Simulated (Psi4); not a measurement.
C6H13O (SMILES [CH2]C(C)CC(C)O), doublet, at a GFN2-xTB geometry. Base run: MP2/STO-3G run with Psi4 1.11.

Input for Psi4:
```
memory 2 GB

molecule {
0 2
C    -1.38542588   -1.24611741   -1.15825996
C    -1.28164433   -0.78156048    0.23741676
C    -2.06671238    0.50601947    0.47381936
C     0.19691125   -0.64418768    0.66477877
C     0.99828683    0.30993029   -0.22756720
C     2.48991908   -0.02682553   -0.19550963
O     0.77420538    1.63034663    0.22965947
H    -0.80027265   -2.08141567   -1.49289813
H    -2.07632384   -0.79706450   -1.84332604
H    -1.70353196   -1.55905497    0.90184723
H    -3.10700639    0.37285056    0.18530611
H    -2.02943018    0.78485542    1.52377934
H    -1.64076410    1.31922168   -0.10536649
H     0.24804038   -0.27346668    1.68897304
H     0.66252442   -1.62986023    0.62660201
H     0.62825623    0.20941345   -1.26417294
H     3.05285872    0.67585659   -0.80914361
H     2.66086899   -1.02907958   -0.57834581
H     2.86057828    0.03079947    0.82569540
H     1.34255136    2.23061957   -0.26429468
}

set {
  basis sto-3g
  reference uhf
  freeze_core true
}

energy('mp2')
print_variables()
```

The base run was repeated with changes; each row names its change, and settings that it needs were set with it.

```json
[
 {"change": "base", "basis functions": "48", "E (Eh)": "-306.12719", "MP2 correlation (Eh)": "-0.32312", "core-seconds (rough)": "2"},
 {"change": "basis = 3-21G", "basis functions": "89", "E (Eh)": "-308.51588", "MP2 correlation (Eh)": "-0.64462", "core-seconds (rough)": "3"},
 {"change": "basis = 6-31G", "basis functions": "89", "E (Eh)": "[?]", "MP2 correlation (Eh)": "[?]", "core-seconds (rough)": "3"},
 {"change": "basis = 6-31G*", "basis functions": "[?]", "E (Eh)": "[?]", "MP2 correlation (Eh)": "[?]", "core-seconds (rough)": "4"},
 {"change": "basis = 6-31+G*", "basis functions": "159", "E (Eh)": "-310.54435", "MP2 correlation (Eh)": "-0.95701", "core-seconds (rough)": "6"},
 {"change": "basis = pcseg-1", "basis functions": "163", "E (Eh)": "[?]", "MP2 correlation (Eh)": "[?]", "core-seconds (rough)": "5"},
 {"change": "basis = def2-SVP", "basis functions": "163", "E (Eh)": "-310.38349", "MP2 correlation (Eh)": "-1.02244", "core-seconds (rough)": "5"},
 {"change": "basis = cc-pVDZ", "basis functions": "163", "E (Eh)": "-310.63347", "MP2 correlation (Eh)": "-1.02454", "core-seconds (rough)": "5"},
 {"change": "basis = 6-31G**", "basis functions": "170", "E (Eh)": "-310.63305", "MP2 correlation (Eh)": "-1.02753", "core-seconds (rough)": "6"},
 {"change": "basis = 6-311++G**", "basis functions": "245", "E (Eh)": "-310.76536", "MP2 correlation (Eh)": "-1.09416", "core-seconds (rough)": "20"},
 {"change": "basis = def2-SVPD", "basis functions": "[?]", "E (Eh)": "[?]", "MP2 correlation (Eh)": "[?]", "core-seconds (rough)": "9"},
 {"change": "basis = 6-311+G(2d,p)", "basis functions": "267", "E (Eh)": "-310.82301", "MP2 correlation (Eh)": "-1.14372", "core-seconds (rough)": "20"},
 {"change": "basis = aug-cc-pVDZ", "basis functions": "278", "E (Eh)": "-310.70106", "MP2 correlation (Eh)": "-1.07384", "core-seconds (rough)": "10"}
]
```

Some entries are withheld; supply them.


- basis = 6-31G, E (Eh): -310.10444
- basis = 6-31G, MP2 correlation (Eh): -0.64893
- basis = 6-31G*, basis functions: 131
- basis = 6-31G*, E (Eh): -310.52361
- basis = 6-31G*, MP2 correlation (Eh): -0.94369
- basis = pcseg-1, E (Eh): -310.52828
- basis = pcseg-1, MP2 correlation (Eh): -1.02649
- basis = def2-SVPD, basis functions: 247
- basis = def2-SVPD, E (Eh): -310.45051
- basis = def2-SVPD, MP2 correlation (Eh): -1.07288

Totals compare only among sets that treat the same electrons; sets with core potentials leave the core out.

Open shells are given as the SCF converged; they aren't shown to be the lowest states, and a large step between rows can be another state.
